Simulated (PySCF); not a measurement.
Precursor series Zn Cl-H. Gas-phase values, no solvent.

The HOMO–LUMO gap from two functionals at the same geometries (BP86-D3(BJ)/def2-SVP), both in PySCF: PBE-D3(BJ)/def2-TZVP and B3LYP-D3(BJ)/def2-TZVP. B3LYP has the VWN-RPA correlation part, as in Gaussian. 

```csv
species,PBE-D3(BJ)/def2-TZVP (eV),B3LYP-D3(BJ)/def2-TZVP (eV)
0 of 2 Cl replaced by H ([Zn(Cl)2]),5.05,6.75
1 of 2 Cl replaced by H,6.12,7.68
2 of 2 Cl replaced by H,5.46,6.88
```

Over these rows, drawn at random from the members with no instability flagged (it was tested for open shells, ions and some series alone), PBE minus B3LYP-D3(BJ): mean -1.57 eV, from -1.70 eV to -1.43 eV.
